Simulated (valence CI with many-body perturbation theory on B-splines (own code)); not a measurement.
**Energy levels of Tm63+**

Calculated by relativistic CI+MBPT: four valence electrons over a frozen Dirac-Fock core [He], a basis of 11 s, 11 p, 10 d, 8 f, 5 g, 2 h functions for each j, with the one-electron correlation potential Σ1, the two-electron term Σ2, the three-electron term Σ3, Breit, model QED; selected CI, second order for the rest, scaled by the run's own slope (own B-spline code, finite nucleus).

No measured spectrum was set against this ion. As an estimate, large intervals hold to a few tenths of a per cent, small ones and those within an open d or f shell to about a per cent. Among the levels kept, up to 990 cm⁻¹ of a level comes from second order outside the variational space, and about a tenth of that is noise between levels of different J, which matters for small intervals.

Levels 91 to 135 of 213, with energies above the lowest level, (2s^2 2p1/2^2) J=0. "Leading %" is the weight of the configuration and term that name the level; weights of strongly mixed levels are sums over their largest components and can fall short, so below about 35 % the name and the second component can differ from the true leading terms, or belong to a minority configuration. In the jj column 3d3/2^4 stands for four electrons in 3d with j = 3/2.

| No. | Configuration | Term | J | E (× 10³ cm⁻¹) | Leading % | Leading jj | g |
| --- | --- | --- | --- | --- | --- | --- | --- |
| 91 | 2s 2p2 3d | 3G | 4 | 85297 | 34 | 2s 2p1/2 2p3/2 3d3/2 (95 %) | 1.143 |
| 92 | 2s 2p2 3d | 3D | 3 | 85364 | 31 | 2s 2p1/2 2p3/2 3d3/2 (96 %) | 1.252 |
| 93 | 2s 2p2 3p | 3P° | 0 | 85377 | 80 | 2s 2p1/2 2p3/2 3p3/2 (100 %) |  |
| 94 | 2s 2p2 3p | 1D° | 2 | 85402 | 41 | 2s 2p1/2 2p3/2 3p3/2 (99 %) | 1.090 |
| 95 | 2s 2p2 3p | 3P° | 1 | 85411 | 32 | 2s 2p1/2 2p3/2 3p3/2 (98 %) | 1.365 |
| 96 | 2s 2p2 3d | 3D | 2 | 85437 | 32 | 2s 2p1/2 2p3/2 3d3/2 (96 %) | 1.319 |
| 97 | 2s 2p2 3p | 3P° | 1 | 85458 | 50 | 2s 2p1/2 2p3/2 3p3/2 (99 %) | 1.192 |
| 98 | 2s 2p2 3d | 5P | 1 | 85509 | 31 | 2s 2p1/2 2p3/2 3d3/2 (95 %) | 1.777 |
| 99 | 2s 2p2 3d | 5D | 4 | 85573 | 46 | 2s 2p1/2 2p3/2 3d5/2 (98 %) | 1.372 |
| 100 | 2s 2p2 3d | 3F | 2 | 85714 | 51 | 2s 2p1/2 2p3/2 3d5/2 (61 %) | 1.048 |
| 101 | 2s 2p2 3d | 1P | 1 | 85795 | 25 | 2s 2p1/2 2p3/2 3d3/2 (62 %) | 0.852 |
| 102 | 2s 2p2 3d | 3F | 3 | 85808 | 39 | 2s 2p1/2 2p3/2 3d5/2 (84 %) | 1.240 |
| 103 | 2s 2p2 3d | 3P | 2 | 85823 | 42 | 2s 2p1/2 2p3/2 3d3/2 (52 %) | 1.132 |
| 104 | 2s 2p2 3d | 3G | 3 | 85831 | 38 | 2s 2p1/2 2p3/2 3d3/2 (88 %) | 0.932 |
| 105 | 2s 2p2 3d | 3G | 5 | 85882 | 62 | 2s 2p1/2 2p3/2 3d5/2 (100 %) | 1.252 |
| 106 | 2s 2p2 3d | 3D | 1 | 85953 | 68 | 2s 2p1/2 2p3/2 3d3/2 (68 %) | 0.836 |
| 107 | 2s 2p2 3d | 3F | 2 | 86022 | 33 | 2s 2p1/2 2p3/2 3d3/2 (93 %) | 1.006 |
| 108 | 2s 2p2 3d | 3D | 1 | 86039 | 63 | 2s 2p1/2 2p3/2 3d3/2 (55 %) | 0.831 |
| 109 | 2s 2p2 3d | 3D | 3 | 86074 | 60 | 2s 2p1/2 2p3/2 3d5/2 (98 %) | 1.254 |
| 110 | 2s 2p2 3d | 3P | 0 | 86081 | 89 | 2s 2p1/2 2p3/2 3d3/2 (94 %) |  |
| 111 | 2s 2p2 3d | 3F | 4 | 86112 | 58 | 2s 2p1/2 2p3/2 3d5/2 (96 %) | 1.199 |
| 112 | 2s 2p2 3d | 1D | 2 | 86167 | 47 | 2s 2p1/2 2p3/2 3d5/2 (86 %) | 1.099 |
| 113 | 2s 2p2 3d | 1P | 1 | 86259 | 55 | 2s 2p1/2 2p3/2 3d5/2 (85 %) | 1.045 |
| 114 | 2s 2p2 3d | 1S | 0 | 86298 | 51 | 2s 2p1/2 2p3/2 3d5/2 (93 %) |  |
| 115 | 2s 2p2 3d | 3D | 3 | 86494 | 41 | 2s 2p1/2 2p3/2 3d5/2 (98 %) | 1.231 |
| 116 | 2s 2p2 3d | 3F | 4 | 86540 | 45 | 2s 2p1/2 2p3/2 3d5/2 (100 %) | 1.112 |
| 117 | 2s 2p2 3d | 3P | 2 | 86638 | 48 | 2s 2p1/2 2p3/2 3d5/2 (98 %) | 1.209 |
| 118 | 2s 2p2 3d | 1F | 3 | 86648 | 43 | 2s 2p1/2 2p3/2 3d5/2 (99 %) | 1.065 |
| 119 | 2s 2p2 3d | 3P | 1 | 86650 | 45 | 2s 2p1/2 2p3/2 3d5/2 (99 %) | 1.425 |
| 120 | 2s 2p2 3d | 3D | 2 | 86674 | 42 | 2s 2p1/2 2p3/2 3d5/2 (99 %) | 1.126 |
| 121 | 2p3 3p | 3D | 3 | 87330 | 49 | 2p1/2^2 2p3/2 3p3/2 (97 %) | 1.320 |
| 122 | 2p3 3p | 3P | 1 | 87335 | 34 | 2p1/2^2 2p3/2 3p3/2 (97 %) | 1.335 |
| 123 | 2p3 3p | 3P | 2 | 87549 | 43 | 2p1/2^2 2p3/2 3p3/2 (97 %) | 1.311 |
| 124 | 2p3 3p | 3P | 0 | 87745 | 69 | 2p1/2^2 2p3/2 3p3/2 (98 %) |  |
| 125 | 2p3 3d | 3D° | 2 | 87889 | 33 | 2p1/2^2 2p3/2 3d3/2 (98 %) | 1.030 |
| 126 | 2p3 3d | 3F° | 3 | 87949 | 27 | 2p1/2^2 2p3/2 3d3/2 (97 %) | 1.074 |
| 127 | 2p3 3d | 3D° | 1 | 87981 | 34 | 2p1/2^2 2p3/2 3d3/2 (98 %) | 1.081 |
| 128 | 2p3 3d | 3P° | 0 | 88006 | 63 | 2p1/2^2 2p3/2 3d3/2 (99 %) |  |
| 129 | 2p3 3d | 3F° | 4 | 88552 | 50 | 2p1/2^2 2p3/2 3d5/2 (99 %) | 1.238 |
| 130 | 2p3 3d | 3D° | 2 | 88647 | 34 | 2p1/2^2 2p3/2 3d5/2 (98 %) | 1.224 |
| 131 | 2p3 3d | 3D° | 3 | 88771 | 47 | 2p1/2^2 2p3/2 3d5/2 (97 %) | 1.203 |
| 132 | 2p3 3d | 3D° | 1 | 88868 | 33 | 2p1/2^2 2p3/2 3d5/2 (98 %) | 1.066 |
| 133 | 2s 2p2 3s | 5P | 3 | 89907 | 62 | 2s 2p3/2^2 3s (100 %) | 1.511 |
| 134 | 2s 2p2 3s | 3P | 2 | 90115 | 55 | 2s 2p3/2^2 3s (99 %) | 1.339 |
| 135 | 2s 2p2 3p | 3P° | 2 | 90733 | 27 | 2s 2p3/2^2 3p1/2 (100 %) | 1.549 |
